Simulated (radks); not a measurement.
Values are calculated unless marked as measured or tabulated.
Ga II, configuration [Ar] 3d9.75 4s2 4d0.25 (fractional occupations, a model configuration). Code: a radial shooting solver on a logarithmic mesh with Libxc functionals. Model: Dirac Kohn-Sham, exchange-only B88, spin-unpolarised, spherical densities, point nucleus; open shells fill j = l - 1/2 first. Some entries of the table are withheld. Estimate them.

orbital  occ.  eigenvalue (hartree)  <r> (bohr)  <1/r> (bohr^-1)
1s1/2       2             -376.3490     0.04860            31.30
2s1/2       2             -46.79185      0.2176            6.884
2p1/2       2             -41.47760      0.1883            6.845
2p3/2       4             -40.46044      0.1918            6.670
3s1/2       2              -5.83235      0.6509            2.196
3p1/2       2              -4.11451         (1)            2.067
3p3/2       4              -3.98037         (2)            2.024
3d3/2       4              -1.10256      0.7933            1.673
3d5/2    5.75              -1.08525      0.7992            1.661
4s1/2       2              -0.63239         (3)           0.6010
4p1/2       0              -0.35982       2.766           0.4674
4p3/2       0              -0.35302       2.807           0.4599
5s1/2       0              -0.16261       6.110           0.2115
4d3/2    0.25              -0.10937         (4)           0.2030
4d5/2       0              -0.10918         (5)           0.2026

Answer. 
(1) 3p1/2 <r> (bohr): 0.6704
(2) 3p3/2 <r> (bohr): 0.6812
(3) 4s1/2 <r> (bohr): 2.174
(4) 4d3/2 <r> (bohr): 6.182
(5) 4d5/2 <r> (bohr): 6.197
